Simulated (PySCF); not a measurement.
**Calculated NMR parameters of C#C[P@@](=O)(O)C(C)C**

* Formula: C5H9O2P
* SMILES: C#C[P@@](=O)(O)C(C)C
* InChI: InChI=1S/C5H9O2P/c1-4-8(6,7)5(2)3/h1,5H,2-3H3,(H,6,7)
* Point group of the computed structure: C1
* Carbon signals: 5
* Proton signals: 5

Atom-mapped SMILES (the numbers label the heavy atoms): `[CH:1]#[C:2][P@@:3](=[O:4])([OH:5])[CH:6]([CH3:7])[CH3:8]`. Hydrogens are named by the atom that carries them.

- NMR shieldings at PBE0/pcSseg-1/GIAO
- structure optimised with GFN2-xTB
- program: PySCF
- relativity neglected, one averaged value for each set of equivalent atoms, in vacuum, one computed conformer

Shifts are taken against calculated references (same method and geometry level): TMS for ¹H, ¹³C; ³¹P vs H3PO4; ¹⁷O against H2O.

| carbon | δC, type | δH (multiplicity) | HMBC from (2–3 bonds) | span of the C tensor (ppm) |
| --- | --- | --- | --- | --- |
| C1 | 94.3, CH | 2.22 (m) | – | 221 |
| C2 | 83.9, C | – | H(C1), H(C6) | 290 |
| C6 | 37.5, CH | 1.80 (m) | H(C8), H(C7) | 27 |
| C7 | 17.4, CH3 | 1.28 (m) | H(C6), H(C8) | 28 |
| C8 | 13.8, CH3 | 1.30 (m) | H(C6), H(C7) | 27 |

Other nuclei:
| atoms | nucleus | environment | δ (ppm) | σ (ppm) |
| --- | --- | --- | --- | --- |
| H(O5) | ¹H | hydrogen on an oxygen bonded to P | 2.40 | 29.32 |
| P3 | ³¹P | phosphorus bonded to 2 C, 2 O | 16.3 | 302.1 |
| O4 | ¹⁷O | P=O oxygen | 157.0 | 179.1 |
| O5 | ¹⁷O | oxygen bonded to P, H | 106.9 | 229.2 |

- δC 94.3: terminal alkyne carbon; the triple bond shields along its axis, which puts it between sp3 and sp2 carbons.
- δC 83.9: alkyne carbon; the triple bond shields along its axis, which puts it between sp3 and sp2 carbons.
- δC 17.4, 13.8: methyl carbon; a saturated carbon with 1 carbon neighbour and no heteroatom attached.
- δH 2.40: hydrogen on an oxygen bonded to P; exchangeable, gas-phase position.
- δH 2.22: hydrogen on a terminal alkyne carbon; it lies on the axis of the triple bond, in its shielding cone.

OH and NH positions are those of a molecule without intermolecular hydrogen bonds; in solution they move with solvent, concentration and temperature, and exchange usually removes their couplings. Splittings by ³¹P in the carbon and heteronuclear signals aren't shown, as no couplings were computed. Shifts are as computed. Against solution values, carbons near 30 ppm lie about +3 ppm off and those near 130 ppm about +5 ppm. Of 1211 compounds with measured shifts, 218 miss one by over three times the rms of a fit or turn the order of signals round; such compounds aren't used in these exercises. Experimental scales use liquid or dissolved standards, which lie at an offset from isolated H2O (liquid H2O: subtract about 36 ppm) and H3PO4. No couplings were computed; multiplicities are counted from neighbouring protons, with m where these are inequivalent, close in shift, in a saturated or five-membered ring or joined by F or P, and br s for small geminal =CH2 splittings.
